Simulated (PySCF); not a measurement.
Si(Me)2 anion (C₂H₆Si), SMILES C[Si]C (connectivity only; charge and spin as stated), charge -1, multiplicity 2. Geometry optimised at B3LYP-D3(BJ)/def2-SVPD. The multiplicity is an assumed one; other spin states were not compared. The isomer is the one that the SMILES or the coordinates give; other isomers of the formula were not compared.

Calculation: B3LYP-D3(BJ)/def2-SVPD in PySCF 2.14.0.

Harmonic wavenumbers (cm⁻¹): 133, 156, 217, 549, 563, 639, 652, 657, 809, 1174, 1186, 1409, 1411, 1417, 1422, 2924, 2925, 2966, 2975, 3029, 3031. Rotational constants (GHz): 14.88, 6.779, 4.948; symmetry number 2.

**Question.** Work out the zero-point energy and the ideal-gas rigid-rotor harmonic-oscillator thermochemistry at 298.15 K and 1 atm.

**Answer.** ZPE = ½ Σ hcν = ½ × 30243 cm⁻¹ = 180.90 kJ/mol. H − E(el) = 198.05 kJ/mol. Entropy in J/(mol K): translation 159.42, rotation 94.57, vibration 41.97, spin 5.76, total 301.72. G − E(el) = 108.10 kJ/mol. Cp = 84.10 J/(mol K). Modes under 150 cm⁻¹ make the vibrational entropy uncertain.
